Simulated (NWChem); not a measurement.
## Atomisation of diarsenic (As2)

```
As
As 1 2.0913
```
Charge 0, spin multiplicity 1.

The numbers come from NWChem runs, not from measurements. The geometry was optimised at PBE0/def2-SVP, a minimum by its harmonic frequencies.

Basis set: def2-TZVP. The atomisation energy is electronic alone: no zero-point, thermal, spin-orbit or counterpoise terms. No value is extrapolated to the basis-set limit. Free atoms are single determinants with multiplicities As 4. Correlated methods freeze the same cores in atoms and molecule, 18 orbitals in all.

The Hamiltonian is non-relativistic. B3LYP has NWChem's definition, with VWN1-RPA local correlation. No SCF solution was tested for a lower state. Open-shell Hartree-Fock references start from PBE0 orbitals. Coupled-cluster values serve here as a point of comparison, not as the truth.

| method | atomisation energy (kcal/mol) |
|---|---|
| HF | ? |
| BHandHLYP | 79.1 |
| LDA (SVWN5) | 122.7 |
| PBE0 | 86.7 |
| B3LYP | 93.2 |
| M06-2X | 78.7 |
| PBE | 98.5 |
| TPSS | 95.0 |
| MP2 | 87.0 |
| CCSD(T) | ? |

Problem. Complete the blanks.

Solution. 
- HF, atomisation energy (kcal/mol): 12.1
- CCSD(T), atomisation energy (kcal/mol): 83.8
